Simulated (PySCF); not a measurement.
Molecule: `C=NC[C@H](C)C(=O)[O-]`, [C5H8NO2]-.

Cartesian coordinates in Å; atom numbers follow the order of the lines, from 1:
```xyz
16

C     2.333   -0.951    0.314
N     1.801    0.172    0.487
C     0.705    0.578   -0.326
C    -0.576    0.521    0.507
C    -1.035   -0.907    0.757
C    -1.742    1.381   -0.204
O    -1.366    2.202   -1.044
O    -2.878    1.130    0.206
H     3.118   -1.270    0.989
H     2.063   -1.654   -0.487
H     0.586   -0.047   -1.227
H     0.850    1.619   -0.629
H    -0.388    1.014    1.468
H    -0.322   -1.459    1.375
H    -1.157   -1.436   -0.189
H    -2.001   -0.883    1.258
```

Total charge -1.

Frames of a GFN2-xTB Langevin trajectory at 300 K; GIAO PBE0/pcSseg-1 shieldings in PySCF 2.14.0 with density-fitted response routines, gas phase, non-relativistic; equivalent atoms averaged within each frame.

δ = σ(ref) − σ, references computed at the same level: TMS for ¹³C (σ = 186.93 ppm) and ¹H (σ = 31.72 ppm); ¹⁵N (σ = 267.73 ppm) vs NH3; ¹⁷O (σ = 336.08 ppm) vs H2O. The references are static minima.

How do the shifts (ppm) fluctuate along the trajectory?

## Answers


| time (fs) | C6 | C1 | C3 | C4 | C5 | N2 | O7 | O8 | H10 | H9 |
| --- | --- | --- | --- | --- | --- | --- | --- | --- | --- | --- |
| optimised geometry | 168.9 | 142.9 | 77.2 | 46.0 | 18.6 | 442.0 | 316.3 | 318.5 | 7.24 | 6.72 |
| 250 | 167.1 | 146.8 | 76.1 | 53.1 | 19.1 | 440.9 | 318.6 | 305.8 | 8.05 | 5.67 |
| 425 | 171.1 | 147.5 | 69.5 | 47.1 | 19.5 | 443.0 | 327.1 | 338.4 | 5.98 | 7.35 |
| 625 | 177.6 | 149.1 | 79.7 | 53.4 | 19.6 | 470.3 | 303.0 | 349.6 | 7.58 | 6.91 |
| 800 | 177.0 | 134.2 | 68.8 | 56.5 | 12.3 | 406.3 | 281.9 | 376.6 | 6.45 | 6.57 |
| 1000 | 179.0 | 140.7 | 60.9 | 57.9 | 18.2 | 434.6 | 318.7 | 369.0 | 6.69 | 7.52 |
| mean of frames | 174.4 | 143.7 | 71.0 | 53.6 | 17.7 | 439.0 | 309.9 | 347.9 | 6.95 | 6.80 |
| standard deviation | 5.1 | 6.2 | 7.3 | 4.2 | 3.1 | 22.9 | 17.9 | 28.0 | 0.84 | 0.74 |

5 frames give an uncertainty of the mean of about the standard deviation over 2.2 at best, since frames this close in time may not be independent; classical motion lacks zero-point vibration, and the reference would need the same averaging.
